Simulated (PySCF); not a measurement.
Rows and methods have been separated. Pair them.

Compound: Si4H10.
InChI=1S/H10Si4/c1-4(2)3/h4H,1-3H3

The closed-shell ground state was solved 3 times with PySCF (density fitting, gas phase), always in the pcSseg-2 basis (312 functions), with these functionals: KT3, PBE0 and wB97X-D. Geometry: PBE0-D3(BJ)/def2-TZVP; no solvent, vibrations or thermal averaging.

| row | total energy (Eh) | HOMO (eV) | LUMO (eV) | dipole (D) |
| --- | --- | --- | --- | --- |
| P | -1163.5328 | -8.05 | -0.29 | 0.14 |
| Q | -1173.3391 | -7.08 | -1.10 | 0.13 |
| R | -1164.0218 | -9.80 | 1.41 | 0.15 |

**Question.** Which functional belongs to which row?

**Answer.** P = PBE0, Q = KT3, R = wB97X-D. By rising HOMO–LUMO gap: KT3 (GGA) 5.98 eV; PBE0 (global hybrid, 25 % exact exchange) 7.76 eV; wB97X-D (range-separated hybrid) 11.21 eV. Total energies of different functionals aren't bounds to one another; each is stationary for its own functional.

Note: wB97X-D ran without an empirical dispersion term, which enters the total energy and its gradient alone.
